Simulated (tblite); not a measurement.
Record of a relaxation.

Compound: C₄H₉F₂GaS₂.
Numbering: `[CH3:1][C:2](=[S:3])[GaH2-:4][S+:5]([CH2:6][F:7])[CH2:8][F:9]` (hydrogens: H10, H11, H12 on C1; H13, H14 on Ga4; H15, H16 on C6; H17, H18 on C8)
Bond orders are those of one Lewis drawing.

Computed with GFN2-xTB (tblite), gas phase: L-BFGS steps from a force-field or distance-geometry start until the largest atomic force falls under 0.01 eV/Å. 8 of its 164 geometries are shown.

Step 0: E = -820.6541 eV, largest atomic force 15.115 eV/Å
```
atom  x, y, z in Å  |  force x, y, z in eV/Å
C1      2.486    0.207    1.514    0.383  -0.360   0.206
C2      1.256    0.823    0.875    9.014  -8.189  -7.049
S3      0.367    1.611    1.671   -9.552   8.367   8.199
Ga4     0.863    0.535   -1.042    2.220   1.123  -0.855
S5     -1.067   -0.576   -1.216    0.283  -0.809  -2.658
C6     -1.171   -1.822    0.038   -0.054  -0.740   1.909
F7     -0.122   -2.712   -0.113   -0.955   1.110  -0.014
C8     -2.418    0.566   -1.048   -1.556   0.834   0.412
F9     -2.364    1.500   -2.061    0.252  -0.983   0.934
H10     3.048   -0.373    0.769   -0.008   0.091   0.109
H11     2.176   -0.478    2.334    0.249   0.485  -0.361
H12     3.132    1.004    1.923   -0.248  -0.387  -0.049
H13     2.033   -0.345   -1.694   -0.470  -0.083  -0.035
H14     0.755    1.948   -1.784   -0.433  -0.494   0.154
H15    -2.133   -2.353   -0.047    0.326  -0.134  -0.057
H16    -1.105   -1.343    1.052    0.171  -0.477  -0.469
H17    -3.380    0.009   -1.115    0.359   0.326  -0.190
H18    -2.363    1.065   -0.068    0.020   0.320  -0.186
```

Step 23: E = -822.8247 eV, largest atomic force 0.258 eV/Å
```
atom  x, y, z in Å  |  force x, y, z in eV/Å
C1      2.482    0.171    1.587   -0.102  -0.011  -0.045
C2      1.282    0.689    0.869   -0.048  -0.053  -0.117
S3      0.042    1.380    1.705    0.029  -0.062  -0.047
Ga4     0.956    0.556   -1.150    0.037  -0.046  -0.011
S5     -1.185   -0.773   -1.578   -0.043   0.047   0.081
C6     -1.149   -1.705    0.005   -0.022   0.108  -0.049
F7      0.009   -2.401    0.049   -0.034   0.075  -0.043
C8     -2.336    0.554   -1.014    0.077  -0.049   0.038
F9     -2.258    1.585   -1.876   -0.051  -0.101  -0.032
H10     3.099   -0.432    0.914   -0.089  -0.008  -0.009
H11     2.159   -0.429    2.441    0.117   0.002   0.045
H12     3.103    0.987    1.971   -0.157   0.016  -0.032
H13     1.939   -0.391   -1.896    0.035  -0.059  -0.002
H14     0.371    1.788   -1.876    0.058   0.062   0.088
H15    -2.014   -2.376    0.038    0.220  -0.129   0.041
H16    -1.143   -0.993    0.836   -0.055   0.005   0.086
H17    -3.352    0.143   -1.009    0.028   0.162  -0.052
H18    -2.012    0.913   -0.027    0.002   0.041   0.059
```

Step 47: E = -823.0570 eV, largest atomic force 0.109 eV/Å
```
atom  x, y, z in Å  |  force x, y, z in eV/Å
C1      2.365    0.151    1.568    0.030  -0.006  -0.017
C2      1.130    0.584    0.862   -0.029  -0.013   0.011
S3     -0.127    1.155    1.756   -0.072   0.049  -0.033
Ga4     0.904    0.405   -1.179   -0.045   0.068   0.005
S5     -1.390   -0.811   -1.552    0.058  -0.024  -0.006
C6     -1.041   -1.690    0.006   -0.014  -0.016  -0.046
F7      0.314   -1.895    0.048   -0.053  -0.060   0.042
C8     -2.303    0.674   -0.969    0.031   0.012  -0.014
F9     -2.125    1.619   -1.916   -0.051   0.050   0.022
H10     2.956   -0.491    0.913    0.056  -0.059  -0.018
H11     2.149   -0.359    2.508   -0.050   0.000  -0.006
H12     2.963    1.032    1.818    0.011   0.050  -0.062
H13     1.820   -0.582   -1.952    0.026  -0.060   0.087
H14     0.480    1.726   -1.866   -0.003   0.017  -0.020
H15    -1.542   -2.661    0.006    0.078  -0.006  -0.008
H16    -1.323   -1.070    0.863    0.001  -0.039  -0.002
H17    -3.367    0.433   -0.899   -0.016   0.053  -0.006
H18    -1.873    1.046   -0.026    0.041  -0.015   0.072
```

Step 70: E = -823.1491 eV, largest atomic force 0.117 eV/Å
```
atom  x, y, z in Å  |  force x, y, z in eV/Å
C1      2.204    0.262    1.456    0.074   0.029   0.028
C2      0.940    0.747    0.840    0.000  -0.068   0.050
S3     -0.243    1.315    1.828    0.065   0.022   0.028
Ga4     0.905    0.417   -1.191   -0.045  -0.058  -0.068
S5     -1.377   -0.762   -1.537   -0.030  -0.013  -0.010
C6     -1.058   -1.839   -0.103    0.075  -0.003   0.007
F7      0.286   -1.832    0.168   -0.077   0.017   0.017
C8     -2.142    0.716   -0.762   -0.065   0.062   0.046
F9     -1.854    1.775   -1.558    0.098  -0.053   0.037
H10     2.592   -0.577    0.866    0.018   0.002   0.008
H11     2.075   -0.032    2.497    0.028   0.039   0.045
H12     2.949    1.064    1.410   -0.030  -0.010  -0.013
H13     1.889   -0.713   -1.628   -0.030   0.036   0.024
H14     0.677    1.558   -2.204   -0.008   0.075  -0.036
H15    -1.331   -2.858   -0.383   -0.020  -0.016   0.024
H16    -1.592   -1.487    0.784    0.017  -0.004  -0.071
H17    -3.226    0.581   -0.731   -0.031   0.031  -0.059
H18    -1.704    0.931    0.237   -0.040  -0.090  -0.056
```

Step 93: E = -823.2877 eV, largest atomic force 0.208 eV/Å
```
atom  x, y, z in Å  |  force x, y, z in eV/Å
C1      2.222    0.405    1.408   -0.045  -0.103   0.071
C2      0.915    0.830    0.839    0.018   0.038   0.022
S3     -0.235    1.399    1.858    0.008  -0.035   0.006
Ga4     0.872    0.433   -1.181   -0.015   0.054  -0.021
S5     -1.522   -0.800   -1.554   -0.023   0.094   0.027
C6     -1.133   -1.952   -0.198   -0.031   0.009  -0.036
F7      0.156   -1.780    0.213    0.052   0.006   0.063
C8     -2.108    0.682   -0.660   -0.046   0.027   0.034
F9     -1.324    1.743   -1.029   -0.120  -0.139   0.098
H10     2.456   -0.582    0.989    0.060  -0.005   0.049
H11     2.214    0.363    2.499    0.045   0.025  -0.040
H12     3.010    1.083    1.070   -0.001   0.065  -0.027
H13     1.815   -0.768   -1.510   -0.001  -0.036  -0.048
H14     0.789    1.502   -2.309    0.030  -0.060  -0.019
H15    -1.222   -2.968   -0.592   -0.021   0.011  -0.044
H16    -1.795   -1.784    0.653   -0.001   0.020  -0.004
H17    -3.143    0.912   -0.933    0.094  -0.056  -0.073
H18    -1.975    0.548    0.426   -0.002   0.085  -0.058
```

Step 116: E = -823.3205 eV, largest atomic force 0.050 eV/Å
```
atom  x, y, z in Å  |  force x, y, z in eV/Å
C1      2.322    0.457    1.419   -0.006   0.019  -0.009
C2      0.970    0.763    0.875   -0.015  -0.017  -0.002
S3     -0.233    1.147    1.918    0.001  -0.010   0.002
Ga4     0.875    0.399   -1.145    0.023  -0.001  -0.002
S5     -1.489   -0.757   -1.548   -0.035  -0.011  -0.029
C6     -1.159   -1.930   -0.196   -0.010  -0.019  -0.027
F7      0.120   -1.802    0.263   -0.025   0.008  -0.021
C8     -2.173    0.703   -0.696    0.019   0.019  -0.012
F9     -1.311    1.746   -0.870   -0.013   0.006   0.018
H10     2.605   -0.546    1.077    0.001   0.025  -0.001
H11     2.368    0.507    2.507    0.003   0.011   0.012
H12     3.045    1.155    0.982    0.010  -0.008   0.005
H13     1.769   -0.822   -1.547   -0.006  -0.016   0.012
H14     0.761    1.452   -2.281    0.013   0.012   0.001
H15    -1.258   -2.928   -0.628   -0.013  -0.035   0.033
H16    -1.850   -1.765    0.635    0.044   0.004  -0.019
H17    -3.126    0.970   -1.161    0.024  -0.018   0.018
H18    -2.245    0.517    0.382   -0.017   0.031   0.022
```

Step 140: E = -823.3312 eV, largest atomic force 0.055 eV/Å
```
atom  x, y, z in Å  |  force x, y, z in eV/Å
C1      2.376    0.554    1.429   -0.018   0.025  -0.027
C2      0.985    0.649    0.902    0.005  -0.032   0.000
S3     -0.250    0.826    1.964    0.013  -0.007  -0.012
Ga4     0.888    0.317   -1.126    0.023  -0.007   0.049
S5     -1.533   -0.749   -1.574    0.024  -0.031   0.021
C6     -1.219   -1.924   -0.216    0.014   0.001  -0.014
F7      0.106   -1.921    0.112    0.002  -0.035  -0.002
C8     -2.191    0.718   -0.721    0.001   0.005   0.030
F9     -1.280    1.730   -0.794    0.042   0.001  -0.015
H10     2.768   -0.434    1.158   -0.012   0.009   0.007
H11     2.439    0.693    2.510   -0.016  -0.003  -0.022
H12     3.008    1.288    0.916   -0.028  -0.007   0.020
H13     1.769   -0.891   -1.582   -0.013   0.002  -0.009
H14     0.834    1.450   -2.183   -0.016   0.025  -0.035
H15    -1.470   -2.921   -0.588    0.009   0.009   0.025
H16    -1.790   -1.652    0.675   -0.005   0.003  -0.042
H17    -3.099    1.040   -1.235   -0.016   0.014  -0.015
H18    -2.349    0.496    0.340   -0.010   0.029   0.042
```

Step 163: E = -823.3382 eV, largest atomic force 0.010 eV/Å
```
atom  x, y, z in Å  |  force x, y, z in eV/Å
C1      2.355    0.635    1.424    0.004  -0.003  -0.007
C2      0.964    0.524    0.902   -0.001   0.003   0.008
S3     -0.271    0.540    1.981   -0.002   0.002   0.000
Ga4     0.900    0.235   -1.133    0.001  -0.004   0.000
S5     -1.539   -0.730   -1.566    0.001  -0.002   0.001
C6     -1.240   -1.929   -0.224   -0.001   0.004   0.000
F7      0.101   -2.054   -0.004   -0.004   0.002  -0.004
C8     -2.158    0.753   -0.704    0.002   0.003   0.009
F9     -1.208    1.732   -0.750    0.001  -0.001   0.000
H10     2.867   -0.311    1.210    0.003   0.006  -0.004
H11     2.397    0.838    2.495   -0.004  -0.006   0.000
H12     2.889    1.413    0.869    0.000   0.006   0.002
H13     1.757   -0.962   -1.645    0.000  -0.003   0.003
H14     0.890    1.427   -2.131    0.001  -0.005   0.001
H15    -1.617   -2.900   -0.554    0.002   0.003   0.000
H16    -1.707   -1.587    0.704    0.001   0.000  -0.005
H17    -3.041    1.113   -1.238   -0.002  -0.001  -0.001
H18    -2.349    0.530    0.352   -0.002  -0.002  -0.003
```

**Question.** Summarise the path.

**Answer.** The energy falls by 258.98 kJ/mol from step 0 to step 163; nine tenths of that is first reached at step 52. It rises by more than 0.2 meV at step 81. The largest force goes from 15.115 to 0.010 eV/Å. Among the bonds Ga4–S5 changes most, from 2.233 to 2.658 Å; the atoms move by 0.876 Å rms after alignment.

**Question.** Follow the three bonds and two angles with the largest change from start to end.

**Answer.** 
| step | E above end (kJ/mol) | largest force (eV/Å) | Ga4–S5 (Å) | C2=S3 (Å) | C2–Ga4 (Å) | Ga4–S5–C8 (°) | Ga4–S5–C6 (°) |
| --- | --- | --- | --- | --- | --- | --- | --- |
| 0 | 258.98 | 15.115 | 2.233 | 1.430 | 1.978 | 109.3 | 110.2 |
| 7 | 71.09 | 0.334 | 2.517 | 1.646 | 2.002 | 105.1 | 105.9 |
| 14 | 62.33 | 0.313 | 2.553 | 1.645 | 2.059 | 103.6 | 104.8 |
| 21 | 51.05 | 0.244 | 2.565 | 1.644 | 2.042 | 95.9 | 96.3 |
| 28 | 41.86 | 0.286 | 2.516 | 1.647 | 2.040 | 94.3 | 93.3 |
| 35 | 33.74 | 0.201 | 2.590 | 1.648 | 2.023 | 93.7 | 89.7 |
| 43 | 28.76 | 0.166 | 2.598 | 1.649 | 2.059 | 92.2 | 87.2 |
| 50 | 26.36 | 0.176 | 2.622 | 1.645 | 2.059 | 90.0 | 86.3 |
| 57 | 24.90 | 0.114 | 2.600 | 1.646 | 2.053 | 89.7 | 87.2 |
| 64 | 21.31 | 0.190 | 2.575 | 1.642 | 2.069 | 88.7 | 89.0 |
| 71 | 17.94 | 0.134 | 2.591 | 1.642 | 2.061 | 86.6 | 90.7 |
| 78 | 14.58 | 0.217 | 2.629 | 1.641 | 2.073 | 83.4 | 90.2 |
| 85 | 8.07 | 0.203 | 2.745 | 1.640 | 2.079 | 79.5 | 90.3 |
| 92 | 5.16 | 0.116 | 2.712 | 1.638 | 2.061 | 81.0 | 89.7 |
| 99 | 3.14 | 0.078 | 2.730 | 1.638 | 2.059 | 83.1 | 88.9 |
| 106 | 2.40 | 0.049 | 2.695 | 1.637 | 2.059 | 84.4 | 89.6 |
| 113 | 2.04 | 0.075 | 2.675 | 1.637 | 2.055 | 84.9 | 90.3 |
| 120 | 1.55 | 0.034 | 2.682 | 1.638 | 2.056 | 84.7 | 89.9 |
| 128 | 1.29 | 0.066 | 2.678 | 1.638 | 2.053 | 84.9 | 89.7 |
| 135 | 0.96 | 0.066 | 2.690 | 1.637 | 2.049 | 85.5 | 89.4 |
| 142 | 0.55 | 0.086 | 2.674 | 1.638 | 2.056 | 86.2 | 88.4 |
| 149 | 0.09 | 0.026 | 2.664 | 1.640 | 2.058 | 86.3 | 88.2 |
| 156 | 0.04 | 0.027 | 2.657 | 1.640 | 2.056 | 86.4 | 88.2 |
| 163 | 0.00 | 0.010 | 2.658 | 1.640 | 2.057 | 86.5 | 88.2 |

What follows is the cost of the whole relaxation. Hardware: one thread of an Arm Neoverse V1, no GPU, shared host with 32 logical CPUs at a one-minute load of 13. Cost: 1.7 s wall.
